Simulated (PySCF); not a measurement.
## C₆ coefficients of unlike pairs at PBE0

Calculated with PySCF 2.14 from the dipole response of each species, C₆(A,B) = (3/π) ∫ α_A(iu) α_B(iu) du, in atomic units, from isotropic polarisabilities. For ions this is the dispersion term alone; charge-induced terms of lower order in 1/R come first.

```json
{"species": "S⁺", "configuration": "[Ne] 3s2 3p3 (4S)", "basis": "aug-cc-pVDZ-DK (5s4p2d)", "relativity": "spin-free X2C", "α (bohr³)": "10.88", "C₆ (like pair)": "54.62"}
{"species": "Ne⁺", "configuration": "[He] 2s2 2p5 (2P)", "basis": "aug-cc-pVQZ with one added diffuse shell each of s, p, d, f, g type (7s6p5d4f3g)", "relativity": "none", "α (bohr³)": "1.352", "C₆ (like pair)": "2.364"}
{"species": "O²⁺", "configuration": "[He] 2s2 2p2 (3P)", "basis": "aug-cc-pwCVQZ (9s8p6d4f2g)", "relativity": "none", "α (bohr³)": "1.746", "C₆ (like pair)": "2.325"}
{"species": "Zr", "configuration": "[Kr] 4d2 5s2 (3F)", "basis": "aug-cc-pVTZ-PP with ECP28MDF (6s6p5d3f2g)", "relativity": "core potential", "α (bohr³)": "127.4", "C₆ (like pair)": "1804"}
```

Problem. Estimate C₆ for Ne⁺ with S⁺.

Solution. The integral gives 9.957. The combination rule 2 C_A C_B / (C_A α_B/α_A + C_B α_A/α_B) gives 10.00 and the geometric mean 11.36.

No spin-orbit coupling is included.

The other pairs:

```
    pair     C₆
 Zr, O²⁺  46.64
 O²⁺, S⁺  10.76
  Zr, S⁺  262.6
O²⁺, Ne⁺  2.296
 Zr, Ne⁺  39.76
```
